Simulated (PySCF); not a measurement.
CH₇ClN₂Si, SMILES NC[Si@@H](N)Cl. Coordinates come from a PBE-D3(BJ)/def2-SVP optimisation. The structure was generated by enumeration; whether it is a known compound was not checked. One conformer was computed; it need not be the lowest.

Computed equilibrium geometry at PBE-D3(BJ)/def2-SVP (PySCF confirms it by a frequency run) as Cartesian coordinates in Å (one conformer of several):
```xyz
12

N     -2.2264    -1.2389     0.7477
C     -1.5410    -0.3392    -0.1926
Si     0.2126     0.1010     0.3738
N      1.0829    -1.3934     0.5655
Cl     1.0874     1.4505    -0.9968
H     -2.3732    -0.7564     1.6447
H     -1.6027    -2.0278     0.9704
H     -2.1407     0.5837    -0.3414
H     -1.4925    -0.8127    -1.1994
H      0.2274     0.7586     1.7233
H      1.9256    -1.3886     1.1471
H      1.2452    -1.9676    -0.2678
```
